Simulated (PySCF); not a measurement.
**Field gradients at the hydrogen positions**

Species: C₆H₁₁ClOSi₂.
Cartesian coordinates in Å at the GFN2-xTB level; atoms count from 1:
```
atom  x, y, z in Å
C1     3.918    0.725   -1.464
C2     2.924    0.527   -0.818
Si3    1.409    0.219    0.209
Cl4    1.970    0.257    2.168
C5     0.142    1.608   -0.096
C6    -1.186    1.394    0.633
C7    -1.975    0.196    0.104
Si8   -1.158   -1.489    0.453
O9    -1.876   -2.693   -0.382
C10    0.622   -1.455   -0.198
H11    4.786    0.901   -2.032
H12    0.563    2.564    0.222
H13   -0.052    1.700   -1.166
H14   -0.999    1.262    1.701
H15   -1.795    2.297    0.520
H16   -2.971    0.220    0.553
H17   -2.124    0.323   -0.972
H18   -1.218   -1.767    1.894
H19   -2.802   -2.891   -0.278
H20    0.616   -1.606   -1.276
H21    1.199   -2.273    0.225
```

Level: PBE0/pcSseg-1 (PySCF, non-relativistic); Q(2H) = 0.00286 b; rigid geometry, the same for H and D, with no vibrational averaging.

**Question.** Rank these positions by the coupling χzz of a deuteron there, largest first.
A. H11 (alkyne hydrogen)
B. H19 (hydroxyl hydrogen)
C. H18 (Si–H hydrogen)
D. H14 (methylene hydrogen)
E. H12 (methylene hydrogen)
F. H21 (methylene hydrogen)

**Answer.** B (348 kHz), A (260 kHz), F (219 kHz), E (209 kHz), D (201 kHz), C (106 kHz).

**Question.** Tabulate Vzz, the asymmetry η and χzz = 234.96 MHz × Q × Vzz for every hydrogen position.

**Answer.** 
```tsv
atom	bonded to	bond length (Å)	Vzz (au)	η	χzz (kHz)
H11	C1	1.052	0.3865	0.00	260
H12	C5	1.092	0.3104	0.02	209
H13	C5	1.091	0.3116	0.02	209
H14	C6	1.093	0.2996	0.01	201
H15	C6	1.095	0.2984	0.02	201
H16	C7	1.093	0.3112	0.03	209
H17	C7	1.093	0.3090	0.04	208
H18	Si8	1.468	0.1571	0.02	106
H19	O9	0.952	0.5184	0.06	348
H20	C10	1.088	0.3245	0.03	218
H21	C10	1.087	0.3260	0.02	219
```

**Question.** Average by the element that carries the hydrogen.

**Answer.** on C: 215 kHz over 9 positions, mean bond length 1.087 Å; on Si: 106 kHz over 1 position, mean bond length 1.468 Å; on O: 348 kHz over 1 position, mean bond length 0.952 Å.

**Question.** How does χzz go with the bond length over the 9 C–H bonds?

**Answer.** A straight-line fit has a slope of -13.3 kHz for each 0.01 Å, with a correlation coefficient of -0.98, over lengths from 1.052 to 1.095 Å. The longer bonds have the smaller couplings here.

**Question.** Give the 2H NMR doublet splittings at H15 for a magnetic field along the z, y and x axes of the gradient: 3χ/2, 3χ(1 + η)/4, 3χ(1 − η)/4.

**Answer.** With |χ| = 200.5 kHz and η = 0.024: 301, 154 and 147 kHz, to first order and without motion.

Geometry: GFN2-xTB, one conformer, isolated molecule. GFN2-xTB bond lengths can be off by several hundredths of an ångström, more for odd bonds, and the gradients follow them. The basis is small and wasn't made for field gradients, so the couplings can be 20 % off.
